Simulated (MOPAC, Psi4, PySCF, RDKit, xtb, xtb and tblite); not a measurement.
Internal rotation in SMILES Cc1ccc(-c2ccsc2)s1, singlet. Scanned: dihedral S11–C5–C6–C7; all other coordinates were relaxed at GFN2-xTB. Points at φ and −φ are mirror images.

Geometry of the scan point at 90° (Å):
```
19

C     -3.7194     0.1749    -0.2803
C     -2.2667    -0.0773    -0.0864
C     -1.6640    -1.0024     0.7037
C     -0.2516    -0.9599     0.6435
C      0.2193    -0.0001    -0.1946
C      1.6070     0.3398    -0.4974
C      2.3694     1.2910     0.2356
C      3.6309     1.4238    -0.2387
S      3.9274     0.4014    -1.5897
C      2.3262    -0.2127    -1.5137
S     -1.0891     0.8789    -0.9334
H     -4.2994    -0.5106     0.3330
H     -3.9989     0.0351    -1.3244
H     -3.9737     1.1974    -0.0018
H     -2.2083    -1.6999     1.3159
H      0.3912    -1.6172     1.2019
H      1.9776     1.8385     1.0739
H      4.4140     2.0618     0.1195
H      2.0042    -0.9495    -2.2225
```

GFN2-xTB (xtb and tblite); MMFF94 // GFN2-xTB (RDKit); B3LYP/def2-SVP // GFN2-xTB (Psi4); B3LYP-D3(BJ)/def2-SVP // GFN2-xTB (Psi4); PBE/def2-SVP // GFN2-xTB (Psi4); PBE-D3(BJ)/def2-SVP // GFN2-xTB (Psi4); UFF // GFN2-xTB (RDKit); PM3, restricted, heats of formation // GFN2-xTB (MOPAC); GFN1-xTB // GFN2-xTB (xtb); RKS-B3LYP/6-31G* = PySCF with restricted B3LYP/6-31G*, spherical d, density fitting // GFN2-xTB; RKS-LDA (SVWN5)/6-31G* = PySCF with restricted LDA (SVWN5)/6-31G*, spherical d, density fitting // GFN2-xTB; RKS-B3LYP/LANL2DZ = restricted B3LYP/LANL2DZ, with its core potentials past Ne // GFN2-xTB run with PySCF.

Least-squares fit of E(φ) = a0 + Σ (a_n cos nφ + b_n sin nφ), n = 1 to 4, to the 24 scan points, in kcal/mol above the lowest point of each profile (levels whose profile four harmonics don't fit are not listed):

```
method                    a0     a1    b1      a2    b2    a3    b3    a4    b4  rms of fit
----------------------  ----  -----  ----  ------  ----  ----  ----  ----  ----  ----------
GFN2-xTB                1.89   0.07  0.00   -2.09  0.00  0.01  0.00  0.27  0.00        0.01
MMFF94                  9.55   0.06  0.00  -10.33  0.00  0.05  0.00  1.12  0.00        0.20
B3LYP/def2-SVP          1.20   0.08  0.00   -1.43  0.00  0.12  0.00  0.43  0.00        0.02
B3LYP-D3(BJ)/def2-SVP   1.35   0.09  0.00   -1.60  0.00  0.11  0.00  0.46  0.00        0.02
PBE/def2-SVP            1.42   0.06  0.00   -1.70  0.00  0.10  0.00  0.44  0.00        0.02
PBE-D3(BJ)/def2-SVP     1.49   0.06  0.00   -1.78  0.00  0.09  0.00  0.45  0.00        0.02
UFF                     2.92   0.07  0.00   -3.42  0.00  0.04  0.00  0.63  0.00        0.06
PM3                     0.42  -0.03  0.00   -0.48  0.00  0.02  0.00  0.03  0.00        0.04
GFN1-xTB                1.83   0.00  0.00   -2.06  0.00  0.02  0.00  0.25  0.00        0.01
RKS-B3LYP/6-31G*        1.06   0.11  0.00   -1.27  0.00  0.11  0.00  0.45  0.00        0.02
RKS-LDA (SVWN5)/6-31G*  1.74   0.07  0.00   -2.09  0.00  0.08  0.00  0.51  0.00        0.03
RKS-B3LYP/LANL2DZ       1.50   0.13  0.00   -1.60  0.00  0.13  0.00  0.38  0.00        0.02
```
